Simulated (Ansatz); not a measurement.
## Active spaces for TiH2, triplet

Program: Ansatz, Gaussian basis, development build. Basis def2-SVP, nonrelativistic, 5 orbitals frozen in the corrections. State-specific CASSCF; RHF is the lowest restricted (open-shell) Hartree–Fock solution met. The basis is small, far from the limit. No symmetry is imposed, so a solution can break that of the shape. Lower solutions, or ones in other orbitals, may exist.

Geometry. A bond is stretched, to 1.88 times the sum of the covalent radii.

| atom | x (Å) | y (Å) | z (Å) |
| --- | --- | --- | --- |
| H | 0.0000 | 1.2313 | 3.3829 |
| Ti | 0.0000 | 0.0000 | 0.0000 |
| H | 0.0000 | 0.6156 | -1.6914 |

Task: What do CASSCF and its corrections give against RHF in CAS(6,8), and what are the occupations?

Result: CASSCF -2.065 eV, SC-NEVPT2 -6.300 eV; occupations 1.97, 1.53, 1.00, 1.00, 0.47, 0.02, 0.01, 0.00.
